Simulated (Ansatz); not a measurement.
Input for Ansatz (an electronic-structure program): R-PBE0/def2-TZVPP on HF (SMILES F).

Ansatz 0.2 input:
```yaml
crystal:
  periodic: [false, false, false]
  atoms:
    - {symbol: F, position_ang: [0.00000000, -0.00000000, 0.46223499]}
    - {symbol: H, position_ang: [-0.00000000, 0.00000000, -0.46223499]}
basis:
  gaussian:
    orbitals: def2-TZVPP
hamiltonian:
  xc: {name: PBE0}
scf: {lower_state_search: off}
```

Give the final energy of this run.

-100.3940 hartree.
